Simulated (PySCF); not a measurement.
TaO₂Cl, SMILES [O]=[Ta](=[O])[Cl], multiplicity 1. Geometry optimised at PBE0-D3(BJ)/def2-SVP. The spin state was assumed, not searched. The def2 effective core potentials stand for the cores of Ta; spin–orbit coupling is left out.

Calculation: PBE0-D3(BJ)/def2-SVP run with PySCF.

Harmonic wavenumbers (cm⁻¹): 163, 177, 337, 402, 962, 1016. Rotational constants (GHz): 6.419, 2.451, 2.038; symmetry number 1.

### Question
Work out the zero-point energy and the ideal-gas rigid-rotor harmonic-oscillator thermochemistry at 298.15 K and 1 atm.

### Answer
ZPE = ½ Σ hcν = ½ × 3057 cm⁻¹ = 4.37 kcal/mol. H − E(el) = 7.98 kcal/mol. Entropy in cal/(mol K): translation 42.43, rotation 26.71, vibration 7.25, total 76.39. G − E(el) = -14.79 kcal/mol. Cp = 15.56 cal/(mol K).
